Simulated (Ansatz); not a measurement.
H5O2PSi (`O[SiH2]OP`), relaxed with RKS PBE-D4/def2-SVP in the Gaussian-basis code of Ansatz from a rough embedded geometry. The force threshold is 0.03 eV/Å; the program also tests the step.

Total charge 0; spin multiplicity 1.

Start:

```xyz
9

O    -0.192    2.137   -0.768
Si   -0.382    0.858    0.205
O     0.150   -0.510   -0.607
P     0.051   -1.793    0.423
H    -0.017    1.907   -1.745
H    -1.828    0.748    0.575
H     0.429    1.135    1.441
H     1.297   -1.681    1.047
H     0.492   -2.801   -0.571
```

```
         step  energy (eV)  largest force (eV/Å)  largest move (Å)
            1  -21321.9288                 2.520             0.000
            2  -21322.1836                 0.884             0.159
            3  -21322.2515                 0.308             0.100
            4  -21322.3079                 0.164             0.200
 5 (rejected)  -21322.3069                 0.618             0.155
            6  -21322.3193                 0.515             0.077
            7  -21322.3300                 0.199             0.100
            8  -21322.3389                 0.089             0.150
            9  -21322.3450                 0.103             0.132
10 (rejected)  -21322.3300                 0.754             0.197
           11  -21322.3474                 0.284             0.099
           13  -21322.3534                 0.153             0.017
           15  -21322.3608                 0.051             0.054
17 (rejected)  -21322.3595                 0.192             0.088
           19  -21322.3657                 0.175             0.098
           21  -21322.3683                 0.177             0.097
           23  -21322.3725                 0.140             0.106
           25  -21322.3747                 0.059             0.028
27 (rejected)  -21322.3636                 0.473             0.199
           29  -21322.3780                 0.151             0.068
           31  -21322.3800                 0.031             0.070
33 (rejected)  -21322.3785                 0.211             0.135
           35  -21322.3809                 0.036             0.025
           36  -21322.3811                 0.020             0.004
```

End:

```xyz
9

O    -0.210    1.706   -1.133
Si   -0.230    1.089    0.422
O     0.597   -0.376    0.549
P     0.127   -1.776   -0.272
H    -0.844    1.301   -1.751
H    -1.650    0.886    0.886
H     0.534    2.046    1.271
H     0.255   -2.716    0.822
H     1.421   -2.160   -0.795
```

Hardware: 4 threads of a server CPU on a shared host. Wall time 46 s, peak host memory 0.13 GiB.
